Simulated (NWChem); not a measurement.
Molecule: C2H4BFO2; SMILES CC(B(O)F)=O

```xyz
10

C     -1.0934    -1.6891     0.0000
C      0.1116    -0.7809     0.0000
O      1.2602    -1.2203     0.0000
B     -0.0170     0.8300     0.0000
O      1.1286     1.5302     0.0000
F     -1.1961     1.4456     0.0000
H     -1.7193    -1.4801     0.8778
H     -1.7193    -1.4801    -0.8778
H     -0.7890    -2.7386     0.0000
H      1.8579     0.8789     0.0000
```
Atoms are numbered in this order, from 1.

Results from NWChem. Medium grid unless said otherwise, to which SCAN and Minnesota functionals are sensitive. Geometry: optimised at B3LYP/6-31G* (spherical d). Total energies of different functionals are on different scales.

```tsv
level	energy (Ha)	highest occupied level (eV)	orbital gap (eV)	dipole (D)
PBE/def2-TZVP	-353.6290	-6.03	2.88	1.55
B3LYP/def2-TZVP	-354.0317	?	?	1.65
PBE0/def2-TZVP	-353.6375	-7.65	5.55	1.65
BLYP/def2-TZVP	-353.9515	-5.96	2.94	1.56
r2SCAN/def2-TZVP	-353.8463	-6.33	3.33	1.62
LDA (Slater exchange, VWN5)/def2-TZVP	-351.3307	-6.23	2.80	1.66
```

Task: Complete the blanks.

Result: 
- B3LYP/def2-TZVP, highest occupied level (eV): -7.43
- B3LYP/def2-TZVP, orbital gap (eV): 5.07
